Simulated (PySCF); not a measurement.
# Mercury: a sound run and one with changed settings

Sound run: Hg [Xe] 4f14 5d10 6s2, Hg⁺ [Xe] 4f14 5d10 6s1. All numbers are calculated (PySCF 2.14, scalar relativity through the core potential, in def2-TZVP with the def2 core potential (60 electrons)). The sound run starts from symmetry-adapted Hartree-Fock orbitals and uses a fine grid where one is needed.

A second run was set up differently.

| species | method | sound run (hartree) | changed run (hartree) | converged |
| --- | --- | --- | --- | --- |
| Hg | UHF | -152.55433 | -152.55432 | no |
| Hg | M06-L | -153.61597 | -153.61595 | no |
| Hg | TPSS | -153.47783 | -153.47780 | no |
| Hg⁺ | UHF | -152.24196 | -152.24196 | no |
| Hg⁺ | M06-L | -153.24745 | -153.04752 | no |
| Hg⁺ | TPSS | -153.10044 | -152.91644 | no |

Task: What was changed?
A. a valence shell is frozen
B. level shift left on
C. radial grid too coarse
D. all electrons correlated in a valence basis

Result: B. It used initial guess minao, at most 50 SCF cycles, level shift 10.0 hartree. A level shift slows the SCF but leaves a converged energy unchanged.
